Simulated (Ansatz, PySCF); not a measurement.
ClH₂MoNS₂, SMILES [NH]=[Mo]([Cl])([SH])=[S], multiplicity 1. Atoms are numbered in the order given.

```xyz
7

Mo     0.1247    -0.1178    -0.1327
N      0.8090    -1.1388    -1.3122
H      1.5156    -1.7842    -1.6670
S      1.2994    -0.1694     1.6126
Cl    -0.0350     1.9995    -0.9453
S     -1.9049    -1.1494     0.2755
H     -2.1514    -0.4682     1.4210
```

Geometry: PBE0-D3(BJ)/def2-SVP. The multiplicity is an assumed one; no other spin state was optimised. The structure was generated by enumeration; whether it is a known compound was not checked. The def2 effective core potentials stand for the cores of Mo; spin–orbit coupling is left out. One conformer was computed; it need not be the lowest.

Two levels are set side by side: PBE-D3(BJ)/def2-SVP (Ansatz, an electronic-structure program) and PBE0-D3(BJ)/def2-SVP (Ansatz). Each level has its own optimised geometry; the coordinates shown are those of the second. Frequencies come from the Hessian of PySCF at each geometry. Differences are taken from unrounded values.

```csv
quantity,PBE0-D3(BJ),PBE-D3(BJ),PBE-D3(BJ) minus PBE0-D3(BJ)
mean bond length (Å),1.795,1.812,0.017
bond Mo1–N2 (Å),1.704,1.730,0.026
bond Mo1–S4 (Å),2.104,2.129,0.025
bond Mo1–Cl5 (Å),2.274,2.286,0.012
bond Mo1–S6 (Å),2.313,2.329,0.016
bond N2–H3 (Å),1.021,1.030,0.009
bond S6–H7 (Å),1.355,1.368,0.012
highest harmonic wavenumber (cm⁻¹),3604,3477,-127
mean harmonic wavenumber (cm⁻¹),785,752,-33
zero-point energy (kcal/mol),16.82,16.12,-0.70
```

Exact exchange shortens and stiffens bonds; PBE has none. Differences between two approximate levels are no errors against the true value.
